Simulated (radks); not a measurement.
Excited configurations of the copper ion Cu3+: one electron is placed in a higher orbital outside [Ar] 3d7. The ground configuration is [Ar] 3d8. Method: non-relativistic Kohn-Sham, SCAN, spin-polarised, spherical densities, point nucleus; open shells are filled with parallel spins first; meta-GGA in the generalised Kohn-Sham scheme; computed with a radial shooting solver on a logarithmic mesh with Libxc functionals. Excitation = E - E(ground); binding = E(ion) - E, where the ion is the core of charge +4; n* = 4/sqrt(2 binding) in atomic units, and the quantum defect is n - n*.

| outer orbital | excitation (eV) | binding (eV) | n* | quantum defect | eigenvalue (eV) | <r> (bohr) |
|---|---|---|---|---|---|---|
| 4p | 24.334 | 33.651 | 2.543 | 1.457 | -29.703 | 2.283 |
| 4d | 36.439 | 21.546 | 3.179 | 0.821 | -18.531 | 3.088 |
| 4f | 44.310 | 13.675 | 3.990 | 0.010 | -11.608 | 4.379 |
| 5p | 40.713 | 17.272 | 3.550 | 1.450 | -15.423 | 4.600 |
| 6p | 47.432 | 10.553 | 4.542 | 1.458 | -9.484 | 7.636 |
| 6d | 49.764 | 8.221 | 5.146 | 0.854 | -7.330 | 9.326 |
| 6f | 51.704 | 6.281 | 5.887 | 0.113 | -5.563 | 11.60 |
| 7d | 52.177 | 5.808 | 6.122 | 0.878 | -5.208 | 13.54 |

The Delta-SCF ionisation energy is 57.985 eV (NIST Atomic Spectra Database: 57.38 eV, semi-empirical). Self-interaction in the functional shifts the binding energies and quantum defects, so they are the method's values and not measured ones. Open shells are spherical and high-spin; term and fine-structure splittings are not resolved.
